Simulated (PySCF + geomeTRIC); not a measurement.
Method: TPSS-D3(BJ)/def2-SVP in PySCF + geomeTRIC. fastk is a local helper that only speeds up exchange builds. No frequencies were computed at this level.

```python
import json, numpy as np
from pyscf import gto, dft
from fastk import lowrank_exchange
atoms = """
Zr     0.077473     0.053649     0.004891
N     -1.129180     0.393509     1.626565
H     -1.628665     1.294047     1.606767
H     -0.661224     0.355393     2.542683
N      1.901553     0.936782     0.315339
H      1.953466     1.940915     0.097240
H      2.679313     0.500512    -0.199566
N      0.371170    -1.958927    -0.248331
H     -0.419251    -2.567478     0.003006
H      1.187792    -2.342505     0.247476
N     -0.830153     0.864183    -1.644302
H     -1.851003     0.973818    -1.567700
H     -0.667877     0.376852    -2.535560
"""
def scf(charge, spin, dm0=None):
    mol = gto.M(atom=atoms, basis='def2-svp', ecp={'Zr': 'def2-svp'}, charge=charge, spin=spin, verbose=3, max_memory=10080)
    mf = dft.KS(mol, xc='tpss').density_fit(auxbasis="def2-universal-jkfit")
    mf.disp = 'd3bj'
    mf.grids.level = 3
    mf.conv_tol = 1e-8
    mf.max_cycle = 120
    mf.level_shift = 0.25
    mf.kernel(dm0)
    if not mf.converged:
        mf = mf.newton().run(mf.mo_coeff, mf.mo_occ).undo_soscf()
    return mf
mf = scf(0, 0)
from pyscf.geomopt.geometric_solver import kernel as optimize
path = []
done, mol = optimize(mf, maxsteps=120, assert_convergence=False, callback=lambda env: path.append((env["energy"], bool(env["g_scanner"].converged))))
res = dict(converged=bool(done and path[-1][1]), energy=path[-1][0], path=[e for e, c in path], xyz=mol.atom_coords(unit="Angstrom").tolist(), nao=mol.nao)
json.dump(res, open("result.json", "w"))
```

Output:

```
converged SCF energy = -270.866788127482
Geometry optimization cycle 1
converged SCF energy = -270.866788127279
cycle 1: E = -270.866788127  dE = -270.867  norm(grad) = 0.0257569
Geometry optimization cycle 2
converged SCF energy = -270.8718284532
cycle 2: E = -270.871828453  dE = -0.00504033  norm(grad) = 0.0318093
Geometry optimization cycle 3
converged SCF energy = -270.875996895735
cycle 3: E = -270.875996896  dE = -0.00416844  norm(grad) = 0.0221047
Geometry optimization cycle 4
converged SCF energy = -270.882036498528
cycle 4: E = -270.882036499  dE = -0.0060396  norm(grad) = 0.018488
Geometry optimization cycle 5
converged SCF energy = -270.883193337977
cycle 5: E = -270.883193338  dE = -0.00115684  norm(grad) = 0.0139766
Geometry optimization cycle 6
converged SCF energy = -270.885089588704
cycle 6: E = -270.885089589  dE = -0.00189625  norm(grad) = 0.00456259
Geometry optimization cycle 7
converged SCF energy = -270.886357479908
cycle 7: E = -270.88635748  dE = -0.00126789  norm(grad) = 0.00912229
Geometry optimization cycle 8
converged SCF energy = -270.88792653936
cycle 8: E = -270.887926539  dE = -0.00156906  norm(grad) = 0.0204489
Geometry optimization cycle 9
converged SCF energy = -270.88980794669
cycle 9: E = -270.889807947  dE = -0.00188141  norm(grad) = 0.0239015
Geometry optimization cycle 10
converged SCF energy = -270.893423301386
cycle 10: E = -270.893423301  dE = -0.00361535  norm(grad) = 0.00857045
Geometry optimization cycle 11
converged SCF energy = -270.894050539313
cycle 11: E = -270.894050539  dE = -0.000627238  norm(grad) = 0.00268669
Geometry optimization cycle 12
converged SCF energy = -270.894111848528
cycle 12: E = -270.894111849  dE = -6.13092e-05  norm(grad) = 0.00192769
Geometry optimization cycle 13
converged SCF energy = -270.89422226599
cycle 13: E = -270.894222266  dE = -0.000110417  norm(grad) = 0.00254405
Geometry optimization cycle 14
converged SCF energy = -270.894251559734
cycle 14: E = -270.89425156  dE = -2.92937e-05  norm(grad) = 0.00189247
Geometry optimization cycle 15
converged SCF energy = -270.894289842297
cycle 15: E = -270.894289842  dE = -3.82826e-05  norm(grad) = 0.00150869
Geometry optimization cycle 16
converged SCF energy = -270.894313032147
cycle 16: E = -270.894313032  dE = -2.31898e-05  norm(grad) = 0.00170622
Geometry optimization cycle 17
converged SCF energy = -270.894340153774
cycle 17: E = -270.894340154  dE = -2.71216e-05  norm(grad) = 0.00162837
Geometry optimization cycle 18
converged SCF energy = -270.894363016214
cycle 18: E = -270.894363016  dE = -2.28624e-05  norm(grad) = 0.00149688
Geometry optimization cycle 19
converged SCF energy = -270.894392109112
cycle 19: E = -270.894392109  dE = -2.90929e-05  norm(grad) = 0.00178056
Geometry optimization cycle 20
converged SCF energy = -270.894425843587
cycle 20: E = -270.894425844  dE = -3.37345e-05  norm(grad) = 0.00216653
Geometry optimization cycle 21
converged SCF energy = -270.894459656077
cycle 21: E = -270.894459656  dE = -3.38125e-05  norm(grad) = 0.0019244
Geometry optimization cycle 22
converged SCF energy = -270.894482193061
cycle 22: E = -270.894482193  dE = -2.2537e-05  norm(grad) = 0.00119974
Geometry optimization cycle 23
converged SCF energy = -270.894492630955
cycle 23: E = -270.894492631  dE = -1.04379e-05  norm(grad) = 0.000957429
Geometry optimization cycle 24
converged SCF energy = -270.894500898652
cycle 24: E = -270.894500899  dE = -8.2677e-06  norm(grad) = 0.00107059
Geometry optimization cycle 25
converged SCF energy = -270.894507428229
cycle 25: E = -270.894507428  dE = -6.52958e-06  norm(grad) = 0.000964081
Geometry optimization cycle 26
converged SCF energy = -270.894511623863
cycle 26: E = -270.894511624  dE = -4.19563e-06  norm(grad) = 0.000570265
Geometry optimization cycle 27
converged SCF energy = -270.894513825975
cycle 27: E = -270.894513826  dE = -2.20211e-06  norm(grad) = 0.000356943
Geometry optimization cycle 28
converged SCF energy = -270.894515073942
cycle 28: E = -270.894515074  dE = -1.24797e-06  norm(grad) = 0.000525389
Geometry optimization cycle 29
converged SCF energy = -270.894515742363
cycle 29: E = -270.894515742  dE = -6.68421e-07  norm(grad) = 0.000614825
Geometry optimization cycle 30
converged SCF energy = -270.894515949432
cycle 30: E = -270.894515949  dE = -2.07069e-07  norm(grad) = 0.000564199
Geometry optimization cycle 31
converged SCF energy = -270.894517621134
cycle 31: E = -270.894517621  dE = -1.6717e-06  norm(grad) = 0.000462423
Geometry optimization cycle 32
converged SCF energy = -270.894520487391
cycle 32: E = -270.894520487  dE = -2.86626e-06  norm(grad) = 0.000483373
Geometry optimization cycle 33
converged SCF energy = -270.894522170622
cycle 33: E = -270.894522171  dE = -1.68323e-06  norm(grad) = 0.000476834
Geometry optimization cycle 34
converged SCF energy = -270.894523070361
cycle 34: E = -270.89452307  dE = -8.99739e-07  norm(grad) = 0.000331909
Geometry optimization cycle 35
converged SCF energy = -270.894523470532
cycle 35: E = -270.894523471  dE = -4.0017e-07  norm(grad) = 0.000226849
Geometry optimization cycle 36
converged SCF energy = -270.894523633762
cycle 36: E = -270.894523634  dE = -1.6323e-07  norm(grad) = 0.000298316
Geometry optimization cycle 37
converged SCF energy = -270.894523917533
cycle 37: E = -270.894523918  dE = -2.83771e-07  norm(grad) = 0.000307731
<class 'geometric.internal.Distance'> : 12
<class 'geometric.internal.Angle'> : 18
<class 'geometric.internal.Dihedral'> : 24
<class 'geometric.internal.TranslationX'> : 1
<class 'geometric.internal.TranslationY'> : 1
<class 'geometric.internal.TranslationZ'> : 1
<class 'geometric.internal.RotationA'> : 1
<class 'geometric.internal.RotationB'> : 1
<class 'geometric.internal.RotationC'> : 1
Step    0 : Gradient = 7.144e-03/1.130e-02 (rms/max) Energy = -270.8667881273
Step    1 : Displace = 8.708e-02/1.090e-01 (rms/max) Trust = 1.000e-01 (=) Grad = 8.822e-03/1.545e-02 (rms/max) E (change) = -270.8718284532 (-5.040e-03) Quality = 0.888
Step    2 : Displace = 3.882e-02/4.680e-02 (rms/max) Trust = 1.414e-01 (+) Grad = 6.131e-03/1.061e-02 (rms/max) E (change) = -270.8759968957 (-4.168e-03) Quality = 1.742
Step    3 : Displace = 1.221e-01/1.585e-01 (rms/max) Trust = 2.000e-01 (+) Grad = 5.128e-03/7.653e-03 (rms/max) E (change) = -270.8820364985 (-6.040e-03) Quality = 1.073
Step    4 : Displace = 2.080e-02/3.049e-02 (rms/max) Trust = 2.828e-01 (+) Grad = 3.876e-03/6.345e-03 (rms/max) E (change) = -270.8831933380 (-1.157e-03) Quality = 1.663
Step    5 : Displace = 5.918e-02/8.615e-02 (rms/max) Trust = 3.000e-01 (+) Grad = 1.265e-03/2.093e-03 (rms/max) E (change) = -270.8850895887 (-1.896e-03) Quality = 1.350
Step    6 : Displace = 6.364e-02/9.192e-02 (rms/max) Trust = 3.000e-01 (=) Grad = 2.530e-03/3.743e-03 (rms/max) E (change) = -270.8863574799 (-1.268e-03) Quality = 1.549
Step    7 : Displace = 1.335e-01/2.293e-01 (rms/max) Trust = 3.000e-01 (=) Grad = 5.671e-03/8.912e-03 (rms/max) E (change) = -270.8879265394 (-1.569e-03) Quality = 1.052
Step    8 : Displace = 6.578e-02/1.135e-01 (rms/max) Trust = 3.000e-01 (=) Grad = 6.629e-03/9.878e-03 (rms/max) E (change) = -270.8898079467 (-1.881e-03) Quality = 1.621
Step    9 : Displace = 2.590e-01/4.725e-01 (rms/max) Trust = 3.000e-01 (=) Grad = 2.377e-03/3.294e-03 (rms/max) E (change) = -270.8934233014 (-3.615e-03) Quality = 0.698
Step   10 : Displace = 8.754e-02/1.667e-01 (rms/max) Trust = 3.000e-01 (=) Grad = 7.452e-04/1.060e-03 (rms/max) E (change) = -270.8940505393 (-6.272e-04) Quality = 1.034
Step   11 : Displace = 8.758e-03/1.517e-02 (rms/max) Trust = 3.000e-01 (=) Grad = 5.346e-04/9.496e-04 (rms/max) E (change) = -270.8941118485 (-6.131e-05) Quality = 1.626
Step   12 : Displace = 2.690e-02/5.058e-02 (rms/max) Trust = 3.000e-01 (=) Grad = 7.056e-04/1.107e-03 (rms/max) E (change) = -270.8942222660 (-1.104e-04) Quality = 1.157
Step   13 : Displace = 9.958e-03/2.017e-02 (rms/max) Trust = 3.000e-01 (=) Grad = 5.249e-04/9.313e-04 (rms/max) E (change) = -270.8942515597 (-2.929e-05) Quality = 1.503
Step   14 : Displace = 1.527e-02/3.208e-02 (rms/max) Trust = 3.000e-01 (=) Grad = 4.184e-04/7.372e-04 (rms/max) E (change) = -270.8942898423 (-3.828e-05) Quality = 1.253
Step   15 : Displace = 1.053e-02/2.514e-02 (rms/max) Trust = 3.000e-01 (=) Grad = 4.732e-04/7.123e-04 (rms/max) E (change) = -270.8943130321 (-2.319e-05) Quality = 1.391
Step   16 : Displace = 1.579e-02/3.711e-02 (rms/max) Trust = 3.000e-01 (=) Grad = 4.516e-04/5.894e-04 (rms/max) E (change) = -270.8943401538 (-2.712e-05) Quality = 1.266
Step   17 : Displace = 1.575e-02/3.836e-02 (rms/max) Trust = 3.000e-01 (=) Grad = 4.152e-04/7.544e-04 (rms/max) E (change) = -270.8943630162 (-2.286e-05) Quality = 1.318
Step   18 : Displace = 2.189e-02/5.341e-02 (rms/max) Trust = 3.000e-01 (=) Grad = 4.938e-04/8.794e-04 (rms/max) E (change) = -270.8943921091 (-2.909e-05) Quality = 1.292
Step   19 : Displace = 2.579e-02/6.148e-02 (rms/max) Trust = 3.000e-01 (=) Grad = 6.009e-04/1.229e-03 (rms/max) E (change) = -270.8944258436 (-3.373e-05) Quality = 1.290
Step   20 : Displace = 2.336e-02/4.946e-02 (rms/max) Trust = 3.000e-01 (=) Grad = 5.337e-04/1.081e-03 (rms/max) E (change) = -270.8944596561 (-3.381e-05) Quality = 1.276
Step   21 : Displace = 1.376e-02/2.319e-02 (rms/max) Trust = 3.000e-01 (=) Grad = 3.327e-04/6.113e-04 (rms/max) E (change) = -270.8944821931 (-2.254e-05) Quality = 1.251
Step   22 : Displace = 8.167e-03/1.607e-02 (rms/max) Trust = 3.000e-01 (=) Grad = 2.655e-04/5.556e-04 (rms/max) E (change) = -270.8944926310 (-1.044e-05) Quality = 1.296
Step   23 : Displace = 7.550e-03/1.601e-02 (rms/max) Trust = 3.000e-01 (=) Grad = 2.969e-04/5.175e-04 (rms/max) E (change) = -270.8945008987 (-8.268e-06) Quality = 1.222
Step   24 : Displace = 7.351e-03/1.576e-02 (rms/max) Trust = 3.000e-01 (=) Grad = 2.674e-04/5.084e-04 (rms/max) E (change) = -270.8945074282 (-6.530e-06) Quality = 1.088
Step   25 : Displace = 6.134e-03/1.116e-02 (rms/max) Trust = 3.000e-01 (=) Grad = 1.582e-04/2.795e-04 (rms/max) E (change) = -270.8945116239 (-4.196e-06) Quality = 0.920
Step   26 : Displace = 4.668e-03/8.533e-03 (rms/max) Trust = 3.000e-01 (=) Grad = 9.900e-05/1.640e-04 (rms/max) E (change) = -270.8945138260 (-2.202e-06) Quality = 0.732
Step   27 : Displace = 4.334e-03/8.399e-03 (rms/max) Trust = 3.000e-01 (=) Grad = 1.457e-04/2.737e-04 (rms/max) E (change) = -270.8945150739 (-1.248e-06) Quality = 0.528
Step   28 : Displace = 5.024e-03/9.346e-03 (rms/max) Trust = 3.000e-01 (=) Grad = 1.705e-04/3.220e-04 (rms/max) E (change) = -270.8945157424 (-6.684e-07) Quality = 0.278
Step   29 : Displace = 5.860e-03/1.109e-02 (rms/max) Trust = 3.000e-01 (=) Grad = 1.565e-04/3.183e-04 (rms/max) E (change) = -270.8945159494 (-2.071e-07) Quality = 0.076
Step   30 : Displace = 3.126e-03/5.296e-03 (rms/max) Trust = 2.930e-03 (-) Grad = 1.283e-04/2.964e-04 (rms/max) E (change) = -270.8945176211 (-1.672e-06) Quality = 0.611
Step   31 : Displace = 3.119e-03/4.970e-03 (rms/max) Trust = 2.930e-03 (=) Grad = 1.341e-04/3.095e-04 (rms/max) E (change) = -270.8945204874 (-2.866e-06) Quality = 0.739
Step   32 : Displace = 3.013e-03/4.741e-03 (rms/max) Trust = 2.930e-03 (=) Grad = 1.322e-04/2.761e-04 (rms/max) E (change) = -270.8945221706 (-1.683e-06) Quality = 0.500
Step   33 : Displace = 2.857e-03/4.632e-03 (rms/max) Trust = 2.930e-03 (=) Grad = 9.206e-05/1.593e-04 (rms/max) E (change) = -270.8945230704 (-8.997e-07) Quality = 0.277
Step   34 : Displace = 2.973e-03/4.678e-03 (rms/max) Trust = 2.930e-03 (=) Grad = 6.292e-05/1.401e-04 (rms/max) E (change) = -270.8945234705 (-4.002e-07) Quality = 0.115
Step   35 : Displace = 1.535e-03/2.309e-03 (rms/max) Trust = 1.465e-03 (-) Grad = 8.274e-05/1.715e-04 (rms/max) E (change) = -270.8945236338 (-1.632e-07) Quality = 0.070
Step   36 : Displace = 6.943e-04/1.590e-03 (rms/max) Trust = 7.325e-04 (-) Grad = 8.535e-05/1.882e-04 (rms/max) E (change) = -270.8945239175 (-2.838e-07) Quality = 0.217
Converged! =D
```

Cost: about 30 core-minutes (a rough figure).
